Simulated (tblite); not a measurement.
Input of a run (GFN2-xTB geometry optimisation, gas phase (tblite 0.8.0)), started from a force field or distance geometry:
```
{"job": {"kind": "relax", "xc": "GFN2-xTB", "basis": "xTB"}, "charge": 0, "multiplicity": 1}
C     -1.996200    -0.223400    -0.436100
N     -1.796400    -0.361900     0.983500
C     -0.563800    -0.264100     1.413900
C      0.556900     0.000000     0.513400
C      0.928200     1.141800    -0.120900
O      2.018000     0.875600    -0.818800
C      2.343600    -0.387000    -0.622600
O      3.346400    -0.986300    -1.122000
O      1.466800    -0.929700     0.188500
H     -2.998300    -0.730800    -0.621500
H     -2.137100     0.858000    -0.722700
H     -1.220200    -0.716800    -1.030600
H     -0.404500    -0.365700     2.483100
H      0.456000     2.089600    -0.109100
```

Output (eV, eV/Å):
```
step      E/eV     max force
  0    -771.10360    5.967
  1    -771.28123    8.643
  2    -771.60851    2.011
  3    -771.64191    0.953
  4    -771.65644    0.444
  5    -771.66159    0.223
  6    -771.66748    0.201
  7    -771.66946    0.164
  8    -771.67240    0.140
  9    -771.67571    0.154
 10    -771.67879    0.162
 11    -771.68213    0.161
 12    -771.68471    0.122
 13    -771.68694    0.126
 14    -771.68898    0.115
 15    -771.69083    0.118
 16    -771.69236    0.103
 17    -771.69389    0.125
 18    -771.69578    0.129
 19    -771.69796    0.150
 20    -771.70007    0.149
 21    -771.70205    0.137
 22    -771.70426    0.140
 23    -771.70715    0.155
 24    -771.71066    0.165
 25    -771.71472    0.191
 26    -771.71982    0.241
 27    -771.72682    0.263
 28    -771.73556    0.255
 29    -771.74410    0.208
 30    -771.75075    0.218
 31    -771.75573    0.232
 32    -771.75425    0.410
 33    -771.76223    0.198
 34    -771.76469    0.160
 35    -771.76980    0.117
 36    -771.77136    0.127
 37    -771.77508    0.148
 38    -771.77900    0.179
 39    -771.78346    0.193
 40    -771.78890    0.231
 41    -771.79532    0.205
 42    -771.80222    0.247
 43    -771.80694    0.260
 44    -771.81233    0.191
 45    -771.81543    0.138
 46    -771.81865    0.146
 47    -771.82070    0.168
 48    -771.82672    0.204
 49    -771.83247    0.230
 50    -771.83873    0.215
 51    -771.84348    0.166
 52    -771.84802    0.173
 53    -771.85220    0.169
 54    -771.85580    0.159
 55    -771.85867    0.193
 56    -771.86111    0.139
 57    -771.86341    0.132
 58    -771.86520    0.172
 59    -771.86640    0.194
 60    -771.86784    0.105
 61    -771.86932    0.089
 62    -771.87043    0.118
 63    -771.87197    0.152
 64    -771.87343    0.166
 65    -771.87478    0.091
 66    -771.87540    0.061
 67    -771.87582    0.045
 68    -771.87611    0.045
 69    -771.87660    0.045
 70    -771.87693    0.052
 71    -771.87740    0.055
 72    -771.87780    0.061
 73    -771.87821    0.061
 74    -771.87862    0.065
 75    -771.87914    0.070
 76    -771.87985    0.071
 77    -771.88080    0.075
 78    -771.88168    0.073
 79    -771.88242    0.123
 80    -771.88316    0.079
 81    -771.88440    0.085
 82    -771.88668    0.150
 83    -771.88965    0.168
 84    -771.89251    0.151
 85    -771.89496    0.291
 86    -771.89668    0.141
 87    -771.89908    0.137
 88    -771.90044    0.151
 89    -771.90222    0.143
 90    -771.90468    0.128
 91    -771.90579    0.087
 92    -771.90577    0.205
 93    -771.90733    0.073
 94    -771.90787    0.051
 95    -771.90902    0.105
 96    -771.90928    0.081
 97    -771.90947    0.073
 98    -771.90984    0.057
 99    -771.91013    0.051
100    -771.91053    0.073
101    -771.91121    0.084
102    -771.91202    0.068
103    -771.91259    0.085
104    -771.91258    0.101
105    -771.91329    0.047
106    -771.91343    0.035
107    -771.91356    0.027
108    -771.91367    0.027
109    -771.91377    0.020
110    -771.91383    0.039
111    -771.91393    0.028
112    -771.91400    0.024
113    -771.91406    0.031
114    -771.91408    0.023
115    -771.91411    0.007
```

Problem. Summarise the run.

Solution. The energy falls by 18.7 kcal/mol over 115 L-BFGS steps, the largest force on an atom goes from 5.97 to 0.007 eV/Å, and the atoms move by 0.863 Å rms after alignment. The bond that changes most is C7=O8 (ring carbonyl carbon to carbonyl oxygen), which shortens by 0.086 Å. Bonds longer at the end by more than 0.005 Å: 5 of 14; shorter: 7. Among the angles that change most is N2–C3–C4, from 122.2° to 129.4°. Among the dihedrals that turn most is H13–C3–C4–C5, from -105° to -174°. The energy rose by more than 1e-5 eV at steps 32 and 92. The first step brought 22 % of the lowering.

Problem. What are the final bond lengths?

Solution. C1–N2 1.430 Å, N2=C3 1.259 Å, C3–C4 1.455 Å, C4–C5 1.350 Å, C5–O6 1.360 Å, O6–C7 1.362 Å, C7=O8 1.185 Å, C7–O9 1.348 Å, C4–O9 1.380 Å, C1–H10 1.089 Å, C1–H11 1.093 Å, C1–H12 1.094 Å, C3–H13 1.084 Å, C5–H14 1.069 Å. Numbering counts from 1 in the input's order; the species is `C/N=C\c1coc(=O)o1`.

Hardware: one thread, Intel Xeon Platinum 8488C (x86_64) (shared host). Cost: 0.72 s wall.

Its GFN2-xTB frequencies are all real (lowest 26 cm⁻¹). One conformer, not necessarily the lowest.

These are computed values.
